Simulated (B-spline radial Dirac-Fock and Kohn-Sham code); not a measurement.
Satellites and hypersatellites of the K lines of Kr¹⁴⁺

System: the Kr¹⁴⁺ ion in the configuration [Ar] 3d4.

Level of theory: relaxed Dirac-Fock hole states (ΔSCF) with Breit and QED corrections and a finite nucleus; an atomic code on a B-spline grid. Each two-hole energy is an average over J within one jj subconfiguration, not an observable level; in light atoms, where LS coupling holds, the j-resolved values are not observed lines, and for a K spectator the Kα1 hypersatellite is nearly forbidden. Electron correlation is not included.

Lines without a spectator: Kα2 (K-L2) 12595.9 eV, Kα1 (K-L3) 12649.1 eV, Kβ3 (K-M2) 14173.9 eV, Kβ1 (K-M3) 14183.6 eV. Shifts in eV with one spectator hole (a dash: not computed, or left out as unreliable):

```
spectator hole    Kα2    Kα1     Kβ3     Kβ1
    L2 (2p1/2)  +40.8  +50.2       –  +114.9
    L3 (2p3/2)  +44.1  +43.0  +108.3       –
    M2 (3p1/2)      –  +6.21  +17.11  +20.00
    M3 (3p3/2)  +5.38      –  +18.67  +18.10
```

Question: Where does the K-L3 hypersatellite lie, emitted when both K electrons are missing?

Answer: +398.3 eV from the normal line, at 13047.4 eV. Removing both K electrons costs 30125.1 eV, which is 564.5 eV more than twice the K binding energy.

With n spectator holes in 2p, averaged over the 2p shell (energies in eV):

```
n     KαLⁿ   step  hypersatellite KαʰLⁿ
0  12631.3      –               13027.6
1  12676.4  +45.1               13074.0
2  12722.8  +46.4               13121.8
3  12770.6  +47.8               13171.0
4  12819.7  +49.1               13221.4
5  12870.1  +50.4               13273.3
```
